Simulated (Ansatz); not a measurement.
The same hydrogenolysis along the group C, Si, Ge, Sn.

Program: Ansatz. Geometries: PBE0-D4/def2-TZVP. ΔE: electronic, gas phase. CCSD(T)/CBS is the MP2 limit (def2-TZVPP, def2-QZVPP) plus CCSD(T) − MP2 in def2-TZVPP, frozen cores. This one scheme is used for every species. DFT in def2-TZVPP. Elements past krypton have def2 core potentials. For Ge, Sn outer-core shells are correlated without core-valence functions, which leaves a few kJ/mol of doubt a bond. Scalar relativity is left out up to krypton. One conformer a species, not always the lowest.

| reaction | HF/CBS(def2) (kJ/mol) | ωB97X-V (kJ/mol) | LDA (SPW92) (kJ/mol) |
| --- | --- | --- | --- |
| `OCS` + H₂ → CH₃OH + H₂S | -89 | -66 | -57 |
| `O[SiH2]S` + H₂ → `O[SiH3]` + H₂S | 28 | 49 | 57 |
| `[OH][GeH2][SH]` + H₂ → `[OH][GeH3]` + H₂S | 19 | 36 | 39 |
| `[OH][SnH2][SH]` + H₂ → `[OH][SnH3]` + H₂S | 32 | 47 | 47 |

Problem. Give the CCSD(T)/CBS values in the same order. (An estimate is asked.)

Solution. The calculation gave: -66, 52, 39, 55 kJ/mol.

Largest T1 diagnostic: 0.014, for `[OH][SnH3]`.
